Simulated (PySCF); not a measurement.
Magnetic susceptibility: `C=CC[C@@H](C)C=O`, C$_{6}$H$_{10}$O

Cartesian coordinates in Å; atom numbers follow the order of the lines, from 1:
```xyz
17

C     2.631    0.620   -0.054
C     1.685   -0.064   -0.670
C     0.485   -0.650    0.003
C    -0.836   -0.126   -0.592
C    -2.044   -0.893   -0.066
C    -0.965    1.351   -0.324
O    -1.948    1.908    0.075
H     2.593    0.811    1.006
H     3.484    1.015   -0.578
H     1.749   -0.240   -1.737
H     0.511   -0.436    1.073
H     0.504   -1.736   -0.126
H    -0.785   -0.230   -1.685
H    -2.960   -0.460   -0.462
H    -1.995   -1.939   -0.356
H    -2.083   -0.830    1.019
H    -0.034    1.912   -0.540
```

Method: GIAO CAM-B3LYP/pcSseg-1 magnetisability, rotational g tensor and spin-rotation constants, non-relativistic, gas phase in PySCF. Geometry: GFN2-xTB.

(1) What are the magnetisability and the molar susceptibility?

(2) Split it along the inertial axes a, b, c into diamagnetic and paramagnetic parts about the centre of mass, with the quadrupole moment.

(3) And the rotational g tensor?

## Answers

(1) Isotropic -1000 × 10⁻³⁰ J/T², or -60.2 × 10⁻⁶ cm³/mol; principal values -1126, -1020, -855 × 10⁻³⁰ J/T², anisotropy 236 × 10⁻³⁰ J/T² (root of half the summed squared differences of the principal values). The susceptibility is in cgs units.

(2) 
```tsv
axis	χ (10⁻⁶ cm³/mol)	diamagnetic (10⁻⁶ cm³/mol)	paramagnetic (10⁻⁶ cm³/mol)	summed x² of all electrons (Å²)	quadrupole Θ (D Å)
a	-55.7	-384.1	328.4	174.4	-5.75
b	-62.2	-830.6	768.5	69.2	-0.39
c	-62.8	-1033.7	970.8	21.3	+6.14
```
Anisotropies 2χaa − χbb − χcc = +13.6 and 2χbb − χaa − χcc = -5.8 × 10⁻⁶ cm³/mol. Θ is traceless in Buckingham's convention.

(3) 
```
axis  rotational constant (GHz)        g  nuclear part  electronic part
   a                     4.3281  -0.0460        0.6218          -0.6678
   b                     1.6539  -0.0150        0.5821          -0.5971
   c                     1.2926  -0.0136        0.5759          -0.5895
```
Asymmetric top; isotopes 12C, 1H, 16O; no vibrational averaging.
